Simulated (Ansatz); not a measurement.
Gas-phase electronic energies from Ansatz, PBE0-D4/def2-TZVP geometries. CCSD(T)/CBS is the MP2 limit (def2-TZVPP, def2-QZVPP) plus CCSD(T) − MP2 in def2-TZVPP, frozen cores. This one scheme is used for every species. DFT in def2-TZVPP. B3LYP here is the variant with VWN-RPA as its local correlation; programs differ in this. Elements past krypton have def2 core potentials. For In outer-core shells are correlated without core-valence functions, which leaves a few kJ/mol of doubt a bond. Each species was taken in one conformer, which may not be the lowest.

Reaction (ligand exchange at the In–O bond): `C[O][In]([CH3])[Cl]` + CH₃NH₂ → `C[NH][In]([CH3])[Cl]` + CH₃OH

`C[O][In]([CH3])[Cl]`:

Cartesian coordinates in Å:
```
C 0.336 -1.649 1.706
O -0.441 -0.979 0.746
In 0.212 0.499 -0.380
C -0.907 1.542 -1.849
Cl 2.450 0.960 0.139
H -0.141 -1.567 2.690
H 1.357 -1.258 1.794
H 0.405 -2.714 1.453
H -0.445 1.385 -2.823
H -0.892 2.606 -1.616
H -1.932 1.176 -1.860
```

CH₃NH₂:

Z-matrix (Å, degrees):
```
C
N 1 1.453
H 1 1.092 2 109.4
H 1 1.100 2 115.4 3 -121.6
H 1 1.092 2 109.4 3 116.8
H 2 1.012 1 110.6 3 62.6
H 2 1.012 1 110.6 3 -179.3
```

`C[NH][In]([CH3])[Cl]`:

Z-matrix (Å, degrees):
```
C
N 1 1.442
H 1 1.098 2 112.6
H 1 1.098 2 112.5 3 121.7
H 1 1.093 2 110.4 3 -119.2
In 2 1.994 1 128.8 3 118.7
H 2 1.008 1 113.8 3 -60.9
Cl 6 2.350 2 108.2 1 -179.8
C 6 2.126 2 132.3 1 0.3
H 9 1.090 6 108.9 2 123.3
H 9 1.090 6 109.0 2 -118.2
H 9 1.089 6 110.9 2 2.5
```

CH₃OH:

```xyz
6

C    -0.046   -0.343    0.085
O     0.600    0.909    0.045
H     0.593   -1.013    0.661
H    -0.180   -0.776   -0.914
H    -1.023   -0.294    0.581
H     0.056    1.517   -0.460
```

```
             level  ΔE (kcal/mol)  difference from CCSD(T)/CBS
            PBE-D4            5.3                          0.8
          B3LYP-D4            5.4                          0.9
           ωB97X-V            5.0                          0.5
            B2PLYP            5.3                          0.8
            r2SCAN            5.7                          1.2
              PBE0            4.5                          0.0
             B3LYP            5.6                          1.1
     HF/def2-TZVPP            5.2                          0.7
SCS-MP2/def2-TZVPP            4.3                         -0.2
   CCSD/def2-TZVPP            4.1                         -0.4
CCSD(T)/def2-TZVPP            4.2                         -0.3
     HF/def2-QZVPP            5.3                          0.8
    MP2/def2-QZVPP            4.0                         -0.5
SCS-MP2/def2-QZVPP            4.4                         -0.1
      HF/CBS(def2)            5.3                          0.8
     MP2/CBS(def2)            4.1                         -0.4
       CCSD(T)/CBS            4.5                            0
```

Largest T1 diagnostic among the species: 0.014.

In def2-TZVPP, CCSD(T) changes the Hartree–Fock value by −0.9 kcal/mol (the triples alone add +0.1 kcal/mol) and MP2 by −1.4 kcal/mol. From PBE to PBE0 (25 % exact exchange), in def2-TZVPP and without D4, ΔE moves by −0.9 kcal/mol.
